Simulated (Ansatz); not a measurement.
NaPb2⁻. Total charge -1; triplet. Geometry B3LYP-D4/def2-TZVPD; atoms count from 1.

```xyz
3

Na   -0.511    0.036   -2.401
Pb   -1.073    0.395    1.464
Pb    1.584   -0.431    0.937
```

In the def2 sets Pb takes a core potential; there is no spin–orbit coupling. The highest occupied level of the charge -1 triplet lies above zero (up to 0.10 eV). It is a level of α spin, whose loss leaves a doublet; that state wasn't run at this geometry and level. The electron is either unbound and held by the finite basis, or the level is raised by self-interaction error. At PBE0-D4/def2-TZVPD a singlet of charge -1 lies 0.63 eV below the triplet, each at its own geometry. The structure comes from a short search, and lower isomers may exist.

Q: Estimate the Mulliken populations from the PBE0/def2-TZVPD orbitals of Ansatz.

A: 
```
atom  charge (e)  spin (α − β)
 Na1       -0.33          0.85
 Pb2       -0.34          0.54
 Pb3       -0.34          0.61
```
Mulliken values and Mayer orders depend strongly on the basis. With diffuse functions, as here, like atoms can get unlike values, and bond orders can come out too low or too high.

Q: Where does the spin sit?

A: Summed by element: Na 0.85, Pb 1.15, of 2 unpaired in all. Largest on single atoms: Na1 0.85, Pb3 0.61, Pb2 0.54.

Q: And the Mayer bond orders between bonded heavy atoms (over 0.3)?

A: Pb2–Pb3 2.12 (2.83 Å). Values over 0.3 also appear between atoms too far apart for a bond (Na1–Pb2 0.33 at 3.92 Å; Na1–Pb3 0.32 at 3.97 Å); they arise where an orbital or an unpaired electron spreads over both atoms.
